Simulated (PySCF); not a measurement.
[Ce(NO2)]3+ relaxed at several levels

Computed with PySCF 2.14.0, def2-SVP on the ligands, density fitting, scalar-relativistic core potentials, no spin-orbit coupling, vacuum. Each row is relaxed at its own level from the same template. Distances are means of the shortest metal–ligand contacts, charges and spins Mulliken's; removal energies are rigid, with the ligand's formal charge and no counterpoise, so too large; for an anion taken off a cation in vacuum most of it is the attraction of opposite charges, and multiply charged cations can part far more cheaply with an electron moved from ligand to metal. lcecp potentials hold a fixed number of 4f electrons in the core, out of states, spins and gaps.

```json
{"level": "PBE0", "basis on the metal": "lcecp-2-SVP with ECP46", "point group": "C2v", "M–NO2 (Å)": "2.165", "charge on M (e)": "2.74", "removal of one NO2 (eV)": "33.35", "unstable modes (below −25 cm⁻¹)": "1"}
```

Q: What does the calculation give for TPSS, lcecp-2-SVP with ECP46?

A: point group: C2v, M–NO2 (Å): 2.199, charge on M (e): 2.68, removal of one NO2 (eV): 33.85, unstable modes (below −25 cm⁻¹): not given.
```xyz
4

Ce    0.0000    0.0000   -0.4375
O     1.0479    0.0000    1.4953
O    -1.0479    0.0000    1.4953
N     0.0000    0.0000    2.2745
```

Members with unstable modes aren't minima as they stand: saddle points kept by symmetry or, where the modes are soft, flat surfaces and noise. One start shape was tried for each, so a minimum needn't be the lowest isomer.
